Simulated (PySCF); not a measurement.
C₆H₁₃O, doublet, geometry from GFN2-xTB, atoms displaced at random by about 0.08 Å a coordinate; PBE/STO-3G, gradient in PySCF.

PySCF was given this input:
```python
from pyscf import gto, scf, dft

mol = gto.Mole()
mol.atom = '''
    C     2.175706    0.893500   -0.296650
    C     1.328472   -0.009962    0.256527
    O     1.616942   -1.147017    1.165827
    C     0.018162   -0.603808   -0.644231
    C    -1.207905    0.382814   -0.420262
    C    -2.206108   -0.059735   -1.321829
    C    -1.525822    0.464552    0.982645
    H     1.679489    1.495005   -0.899572
    H     2.995444    0.407973   -0.904483
    H     2.760144    1.441808    0.523273
    H     2.457503   -0.790925    1.548617
    H    -0.241993   -1.529811   -0.103941
    H     0.335081   -0.640525   -1.679864
    H    -0.910888    1.453147   -0.653132
    H    -3.192175    0.628925   -1.152390
    H    -2.598880   -1.037972   -0.962070
    H    -2.062809    0.073561   -2.307829
    H    -0.754877    0.831460    1.720427
    H    -2.386451    1.292221    1.073199
    H    -1.840922   -0.450633    1.282764
'''
mol.basis = 'sto-3g'
mol.charge = 0
mol.spin = 1
mol.verbose = 4
mol.build()

mf = dft.UKS(mol)
mf.xc = 'pbe'
mf.kernel()
g = mf.nuc_grad_method()
grad = g.kernel()
```

What the program printed (banner, timings and long lists left out):

```
PySCF version 2.14.0

[INPUT] verbose = 4
[INPUT] num. atoms = 20
[INPUT] num. electrons = 57
[INPUT] charge = 0
[INPUT] spin (= nelec alpha-beta = 2S) = 1
[INPUT] symmetry False subgroup None
[INPUT] Mole.unit = angstrom
[INPUT] Symbol           X                Y                Z      unit          X                Y                Z       unit  Magmom
[INPUT]  1 C      2.175706000000   0.893500000000  -0.296650000000 AA    4.111488467573   1.688470292299  -0.560587254852 Bohr   0.0
[INPUT]  2 C      1.328472000000  -0.009962000000   0.256527000000 AA    2.510448244153  -0.018825451653   0.484765773556 Bohr   0.0
[INPUT]  3 O      1.616942000000  -1.147017000000   1.165827000000 AA    3.055577539306  -2.167547990220   2.203093738623 Bohr   0.0
[INPUT]  4 C      0.018162000000  -0.603808000000  -0.644231000000 AA    0.034321205874  -1.141031751821  -1.217420150955 Bohr   0.0
[INPUT]  5 C     -1.207905000000   0.382814000000  -0.420262000000 AA   -2.282609634493   0.723413616649  -0.794180080562 Bohr   0.0
[INPUT]  6 C     -2.206108000000  -0.059735000000  -1.321829000000 AA   -4.168939921212  -0.112882790051  -2.497894793508 Bohr   0.0
[INPUT]  7 C     -1.525822000000   0.464552000000   0.982645000000 AA   -2.883385694836   0.877876050619   1.856929927673 Bohr   0.0
[INPUT]  8 H      1.679489000000   1.495005000000  -0.899572000000 AA    3.173774239220   2.825150004855  -1.699944709327 Bohr   0.0
[INPUT]  9 H      2.995444000000   0.407973000000  -0.904483000000 AA    5.660568781472   0.770957236217  -1.709225154325 Bohr   0.0
[INPUT] 10 H      2.760144000000   1.441808000000   0.523273000000 AA    5.215916224362   2.724622244207   0.988842658380 Bohr   0.0
[INPUT] 11 H      2.457503000000  -0.790925000000   1.548617000000 AA    4.644007620297  -1.494631635072   2.926462001846 Bohr   0.0
[INPUT] 12 H     -0.241993000000  -1.529811000000  -0.103941000000 AA   -0.457300494062  -2.890923812347  -0.196420023113 Bohr   0.0
[INPUT] 13 H      0.335081000000  -0.640525000000  -1.679864000000 AA    0.633211319545  -1.210416825937  -3.174482886516 Bohr   0.0
[INPUT] 14 H     -0.910888000000   1.453147000000  -0.653132000000 AA   -1.721328850153   2.746049848733  -1.234240603189 Bohr   0.0
[INPUT] 15 H     -3.192175000000   0.628925000000  -1.152390000000 AA   -6.032336491683   1.188496002892  -2.177701488688 Bohr   0.0
[INPUT] 16 H     -2.598880000000  -1.037972000000  -0.962070000000 AA   -4.911171430610  -1.961482804967  -1.818048812660 Bohr   0.0
[INPUT] 17 H     -2.062809000000   0.073561000000  -2.307829000000 AA   -3.898144057288   0.139010143449  -4.361164752329 Bohr   0.0
[INPUT] 18 H     -0.754877000000   0.831460000000   1.720427000000 AA   -1.426510787733   1.571231683531   3.251135847307 Bohr   0.0
[INPUT] 19 H     -2.386451000000   1.292221000000   1.073199000000 AA   -4.509738799694   2.441943782412   2.028052187157 Bohr   0.0
[INPUT] 20 H     -1.840922000000  -0.450633000000   1.282764000000 AA   -3.478838396687  -0.851572952691   2.424072642452 Bohr   0.0

nuclear repulsion = 321.221106444626
number of shells = 34
number of NR pGTOs = 144
number of NR cGTOs = 48
basis = sto-3g
ecp = {}

******** <class 'pyscf.dft.uks.UKS'> ********
method = UKS
initial guess = minao
damping factor = 0
level_shift factor = 0
DIIS = <class 'pyscf.scf.diis.CDIIS'>
diis_start_cycle = 1
diis_space = 8
diis_damp = 0
SCF conv_tol = 1e-09
SCF conv_tol_grad = None
SCF max_cycles = 50
direct_scf = True
direct_scf_tol = 1e-13
number electrons alpha = 29  beta = 28
XC library pyscf.dft.libxc version 7.1.2
    S. Lehtola, C. Steigemann, M. J. T. Oliveira, and M. A. L. Marques,  SoftwareX 7, 1–5 (2018)
XC functionals = pbe
    J. P. Perdew, K. Burke, and M. Ernzerhof,  Phys. Rev. Lett. 77, 3865 (1996)
    J. P. Perdew, K. Burke, and M. Ernzerhof,  Phys. Rev. Lett. 78, 1396 (1997)
    J. P. Perdew, K. Burke, and M. Ernzerhof,  Phys. Rev. Lett. 77, 3865 (1996)
    J. P. Perdew, K. Burke, and M. Ernzerhof,  Phys. Rev. Lett. 78, 1396 (1997)
radial grids:
    Treutler-Ahlrichs [JCP 102, 346 (1995); DOI:10.1063/1.469408] (M4) radial grids

becke partition: Becke, JCP 88, 2547 (1988); DOI:10.1063/1.454033
pruning grids: <function nwchem_prune>
grids dens level: 3
symmetrized grids: False
atomic radii adjust function: <function treutler_atomic_radii_adjust>
small_rho_cutoff = 0
Set gradient conv threshold to 3.16228e-05
tot grids = 226296
init E= -307.732917918291

cycle= 1 E= -307.133320253351  delta_E=  0.6  |g|= 0.359  |ddm|= 3.84
cycle= 2 E= -306.838922905274  delta_E= 0.294  |g|= 0.778  |ddm|= 1.46
cycle= 3 E= -307.209008644  delta_E= -0.37  |g|= 0.158  |ddm|= 1.08
cycle= 4 E= -307.226225623028  delta_E= -0.0172  |g|= 0.0127  |ddm|= 0.232
cycle= 5 E= -307.226325559058  delta_E= -9.99e-05  |g|= 0.00655  |ddm|= 0.0292
cycle= 6 E= -307.226356500243  delta_E= -3.09e-05  |g|= 0.00155  |ddm|= 0.0117
cycle= 7 E= -307.226358556684  delta_E= -2.06e-06  |g|= 0.000611  |ddm|= 0.00365
cycle= 8 E= -307.226358830546  delta_E= -2.74e-07  |g|= 0.000296  |ddm|= 0.0013
cycle= 9 E= -307.226358891274  delta_E= -6.07e-08  |g|= 6.82e-05  |ddm|= 0.000521
cycle= 10 E= -307.226358894524  delta_E= -3.25e-09  |g|= 2.3e-05  |ddm|= 0.000128
cycle= 11 E= -307.22635889487  delta_E= -3.46e-10  |g|= 7.21e-06  |ddm|= 4.12e-05
Extra cycle  E= -307.226358894874  delta_E= -3.18e-12  |g|= 8.03e-06  |ddm|= 2.13e-05
converged SCF energy = -307.226358894874  <S^2> = 0.75246516  2S+1 = 2.0024636

******** <class 'pyscf.grad.uks.Gradients'> for <class 'pyscf.dft.uks.UKS'> ********
unit = Eh/Bohr
grid_response = False
--------------- UKS gradients ---------------
         x                y                z
0 C    -0.1800254698    -0.0007072301    -0.0451300378
1 C     0.1651522034     0.1635985278    -0.0372198998
2 O     0.0280568167    -0.0293389211     0.0422044537
3 C    -0.0499588528    -0.0610960221    -0.0738001690
4 C    -0.1367703484    -0.0539797988     0.0321324562
5 C     0.1816445926    -0.0080391292    -0.0716329883
6 C     0.0448549500    -0.1158352549    -0.0651190887
7 H     0.0582557046    -0.0858008337     0.0730511525
8 H     0.0006405123    -0.0063544605     0.0033935228
9 H     0.0114312397    -0.0023991002     0.0208233858
10 H    -0.0480711802    -0.0095791127    -0.0296430271
11 H    -0.0016098809     0.0115639540     0.0155186525
12 H     0.0019636420     0.0131401951     0.0192170338
13 H    -0.0051291263     0.0175842360     0.0126426892
14 H    -0.0422939980     0.0291146691     0.0067518745
15 H    -0.0072354348     0.0041702231     0.0207859212
16 H    -0.0282690463     0.0046244342     0.0954982747
17 H    -0.0006478648     0.0084961507     0.0231944511
18 H    -0.0291194104     0.0444367906    -0.0035346674
19 H     0.0370713454     0.0764517284    -0.0391664128
----------------------------------------------
```
